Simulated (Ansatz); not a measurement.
Job for Ansatz (a program for electronic structure): R-B2PLYP/def2-TZVPPD on C2H7NO (a complex). Files ending in .json are basis or fitting sets from the Basis Set Exchange.

Ansatz 0.2 input:
```yaml
crystal:
  periodic: [false, false, false]
  atoms:
    - {symbol: C, position_ang: [0.08629184, 0.29096822, 0.74281492]}
    - {symbol: O, position_ang: [-0.32809843, -0.83120190, 0.60768730]}
    - {symbol: H, position_ang: [1.14558014, 0.50676769, 0.96734744]}
    - {symbol: H, position_ang: [-0.55627815, 1.17827513, 0.60106447]}
    - {symbol: C, position_ang: [0.24823088, -0.51783601, 3.87959862]}
    - {symbol: N, position_ang: [-0.24448694, 0.75988887, 3.36113679]}
    - {symbol: H, position_ang: [1.33814469, -0.49148800, 3.91494909]}
    - {symbol: H, position_ang: [-0.03823762, -1.31371897, 3.19161875]}
    - {symbol: H, position_ang: [-0.12011756, -0.77284743, 4.88018048]}
    - {symbol: H, position_ang: [0.07301301, 1.53437517, 3.93145541]}
    - {symbol: H, position_ang: [-1.25741269, 0.78058376, 3.36230742]}
basis:
  gaussian:
    orbitals: def2-TZVPPD.json
hamiltonian:
  xc: {name: B2PLYP}
magnetization: {spin_polarized: false}
correlation: {electrons: outside_noble_gas}
scf: {lower_state_search: off}
```

It printed:

```
WARN ansatz: RAYON_NUM_THREADS=1 ignored (pool sized by the plan → 1); use --threads N
Functional definition: B2PLYP
these checks for a lower state are left out or cut short: stability, starts, cluster_reference, orbital_swaps, neighbouring_geometries, increment
integrals: 0.76 GiB planned
1558 factors; integrals over basis functions are off by at most 1.0e-3 eV
mean field: 1.43 GiB planned
mean field evaluation 1: about -5708.9260 eV, gradient 5.6e1 eV
mean field evaluation 2: about -5708.9877 eV, gradient 5.6e1 eV
mean field evaluation 4: about -5714.8833 eV, gradient 9.2e0 eV
mean field evaluation 8: about -5715.0375 eV, gradient 7.9e-1 eV
mean field evaluation 16: about -5715.0388 eV, gradient 2.1e-4 eV
mean field -5715.03879925 eV, -210.0238020800 hartree, gradient 8.5e-6 eV, S^2 0.000000; 0 other end points of the search recorded, 0 dependent functions left out
4 core orbitals not correlated
reference -5715.03898046 eV, -210.0238087393 hartree; 13, 13 occupied and 253, 253 virtual orbitals, 1558 factors
second order -26.59245386 eV of doubles, -0.00000000 eV of singles
Total energy: -5722.21894300 eV, -210.2876674960 hartree
Checks for a lower state left out: stability, starts, cluster_reference, orbital_swaps, neighbouring_geometries, increment
```

Self-consistency was reached.

Cost: roughly 13 core-seconds.
